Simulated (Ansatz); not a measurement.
Input file for Ansatz (a first-principles code): R-PBE/def2-TZVPP on C6H14 (SMILES CCC(C)(C)C).

Ansatz 0.2 input:
```yaml
crystal:
  periodic: [false, false, false]
  atoms:
    - {symbol: C, position_ang: [2.12924068, -0.21990276, 0.34380815]}
    - {symbol: C, position_ang: [1.02036294, 0.39849621, -0.50446723]}
    - {symbol: C, position_ang: [-0.42988083, 0.06333294, -0.09442926]}
    - {symbol: C, position_ang: [-1.37507205, 0.77851303, -1.06827980]}
    - {symbol: C, position_ang: [-0.68230364, -1.44738759, -0.17649094]}
    - {symbol: C, position_ang: [-0.71925130, 0.55435391, 1.32958872]}
    - {symbol: H, position_ang: [3.10831809, 0.08179607, -0.03282463]}
    - {symbol: H, position_ang: [2.09537447, -1.31030968, 0.32508956]}
    - {symbol: H, position_ang: [2.06945091, 0.09804688, 1.38583653]}
    - {symbol: H, position_ang: [1.13129918, 1.48775429, -0.49445364]}
    - {symbol: H, position_ang: [1.15672027, 0.09032931, -1.54625144]}
    - {symbol: H, position_ang: [-1.22763529, 1.86053109, -1.03404607]}
    - {symbol: H, position_ang: [-1.20199430, 0.44903358, -2.09549239]}
    - {symbol: H, position_ang: [-2.41945702, 0.57419730, -0.82183806]}
    - {symbol: H, position_ang: [-0.45960350, -1.82799277, -1.17633084]}
    - {symbol: H, position_ang: [-0.07016283, -1.99934181, 0.53808435]}
    - {symbol: H, position_ang: [-1.72816606, -1.67424309, 0.04214163]}
    - {symbol: H, position_ang: [-0.52410735, 1.62558638, 1.42193982]}
    - {symbol: H, position_ang: [-1.76594639, 0.38172153, 1.58981608]}
    - {symbol: H, position_ang: [-0.10718600, 0.03548517, 2.06859945]}
basis:
  gaussian:
    orbitals: def2-TZVPP
hamiltonian:
  xc: {name: PBE}
scf: {lower_state_search: off}
```

The head of its log:

```
WARN ansatz: RAYON_NUM_THREADS=4 ignored (pool sized by the plan → 4); use --threads N
Functional definition: PBE
these checks for a lower state are left out or cut short: stability, starts, cluster_reference, orbital_swaps, neighbouring_geometries, increment
integrals: 0.45 GiB planned
1906 factors; their error is unknown
mean field: 3.31 GiB planned
mean field evaluation 1: about -6418.1623 eV, gradient 1.0e2 eV
mean field evaluation 2: about -6357.0721 eV, gradient 1.8e2 eV
```

Task: Predict the final total energy.

Result: -236.8149 hartree.
